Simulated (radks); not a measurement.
Excited configurations of the iron ion Fe3+: one electron is placed in a higher orbital outside [Ar] 3d4. The ground configuration is [Ar] 3d5. Method: non-relativistic Kohn-Sham, SCAN, spin-polarised, spherical densities, point nucleus; open shells are filled with parallel spins first; meta-GGA in the generalised Kohn-Sham scheme; computed with a radial shooting solver on a logarithmic mesh with Libxc functionals. Excitation = E - E(ground); binding = E(ion) - E, where the ion is the core of charge +4; n* = 4/sqrt(2 binding) in atomic units, and the quantum defect is n - n*.

| outer orbital | excitation (eV) | binding (eV) | n* | quantum defect | eigenvalue (eV) | <r> (bohr) |
|---|---|---|---|---|---|---|
| 4d | 35.022 | 20.827 | 3.233 | 0.767 | -17.945 | 3.231 |
| 5p | 39.410 | 16.439 | 3.639 | 1.361 | -14.684 | 4.848 |
| 5f | 46.811 | 9.038 | 4.908 | 0.092 | -7.878 | 7.540 |
| 6d | 47.806 | 8.043 | 5.203 | 0.797 | -7.173 | 9.555 |
| 6f | 49.530 | 6.319 | 5.870 | 0.130 | -5.599 | 11.51 |
| 7p | 48.932 | 6.917 | 5.610 | 1.390 | -6.229 | 11.79 |
| 7d | 50.138 | 5.711 | 6.174 | 0.826 | -5.114 | 13.82 |
| 7f | 51.167 | 4.682 | 6.818 | 0.182 | -4.166 | 16.22 |

The Delta-SCF ionisation energy is 55.849 eV (NIST Atomic Spectra Database: 54.91 eV, measured). Self-interaction in the functional shifts the binding energies and quantum defects, so they are the method's values and not measured ones. Open shells are spherical and high-spin; term and fine-structure splittings are not resolved.
